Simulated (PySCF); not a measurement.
A structure optimised at PBE-D3(BJ)/def2-SVP, used in a PySCF frequency run:

```xyz
10

B     -0.0155    -0.5093     0.0000
C     -0.6637     0.9211     0.0000
C      0.0665     2.0558     0.0000
H     -1.7667     1.0232     0.0000
H     -0.3913     3.0599     0.0000
H      1.1692     2.0134     0.0000
O      1.3512    -0.6221     0.0000
H      1.6184    -1.5595     0.0000
O     -0.7581    -1.6725     0.0000
H     -1.7142    -1.4959     0.0000
```
Charge 0, spin multiplicity 1.

Q: Write its SMILES, formula and point group.

A: C=CB(O)O, C₂H₅BO₂, Cs

Q: What are its rotational constants (standard atomic weights)?

A: 9.3571, 3.7763, 2.6905 GHz
